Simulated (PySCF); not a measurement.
Work out the structure from these simulated measurements.

Formula: C6H18BN.

| Quantity | Value |
| --- | --- |
| XPS | B1s 193.2, C1s 290.8 (×3), C1s 291.7 (×3), N1s 406.3 eV [ΔSCF SCAN, pcX-2 on the ionised atom, pcseg-1 elsewhere, spin-free X2C] |
| NMR, other nuclei | isotropic shieldings of nuclei other than C and H, by class: 116 (1 B), 188 (1 N) ppm [GIAO KT2/pcSseg-1] |
| Dipole | 4.89 D [CAM-B3LYP/def2-SVPD] |
| 13C NMR | chemical shifts (computed TMS as zero) by class: 55.9 (3 C), 10.3 (3 C) ppm [GIAO KT2/pcSseg-1] |
| UV, strongest line | among the 10 lowest singlet transitions: S2 at 7.75 eV (160 nm, f = 0.053) [TDDFT CAM-B3LYP/def2-SVPD] |
| Valence photoelectron | vertical ionisation energy: 9.81 eV [ΔSCF CAM-B3LYP/def2-SVPD] |
| Rotational structure | rotational constants A, B, C: 2.164, 1.636, 1.317 GHz [PBE0-D3(BJ)/def2-SVP] |
| Polarisability | 99.0 au [CAM-B3LYP/def2-SVPD] |
| 1H NMR | chemical shifts (computed TMS as zero) by class: 2.68 (6 H), 2.06 (3 H), 1.19 (9 H) ppm [GIAO KT2/pcSseg-1] |

The electronic properties come from PySCF, for the isolated species, density fitting. Levels stand in brackets. Geometry: PBE0-D3(BJ)/def2-SVP, one conformer, isolated molecule. NMR values are class means; diastereotopic atoms form classes of their own.

**Question.** Propose a structure and show how it fits.

**Answer.** Numbering: `[BH3-:1][N+:2]([CH2:3][CH3:4])([CH2:5][CH3:6])[CH2:7][CH3:8]`. 6 carbons fall into 2 classes; from least to most shielded: sp3 carbon bound to nitrogen [C3/C5/C7] (55.9 ppm, 3 C, up to 9.9 ppm apart in this geometry), methyl carbon [C4/C6/C8] (10.3 ppm, 3 C, up to 4.1 ppm apart in this geometry). Hydrogen classes from least to most shielded: 6 H on 3 like atoms (sp3 carbon bound to nitrogen), C3/C5/C7 (2.68 ppm, a mean of values up to 1.1 ppm apart in this geometry), 3 H on a four-coordinate boron, B1 (2.06 ppm), 9 H on 3 methyl carbons, C4/C6/C8 (1.19 ppm, a mean of values up to 1.6 ppm apart in this geometry). The other shieldings belong to: 116 ppm, four-coordinate boron [B1]; 188 ppm, nitrogen bonded to B and 3 C [N2]. The core levels belong to: B1s 193.2 eV, four-coordinate boron [B1]; C1s 290.8 eV, methyl carbon [C4/C6/C8]; C1s 291.7 eV, sp3 carbon bound to nitrogen [C3/C5/C7]; N1s 406.3 eV, nitrogen bonded to B and 3 C [N2]. One atom of each topological class was ionised and stands for its class. The first electron is taken from the HOMO, whose largest Löwdin shares are 0.39 on the four-coordinate boron, 0.25 on a B–H hydrogen, 0.15 on a B–H hydrogen and 0.04 on a B–H hydrogen. The optimised geometry has point group C1 and is an asymmetric top. Structure: `[BH3-][N+](CC)(CC)CC`. The assignments are read from this structure; whether some other isomer fits the data as well wasn't checked.

The values belong to the conformer `[BH3-:1][N+:2]([CH2:3][CH3:4])([CH2:5][CH3:6])[CH2:7][CH3:8]`: B1–N2–C3–C4 -63°, B1–N2–C5–C6 179°, B1–N2–C7–C8 -56°.
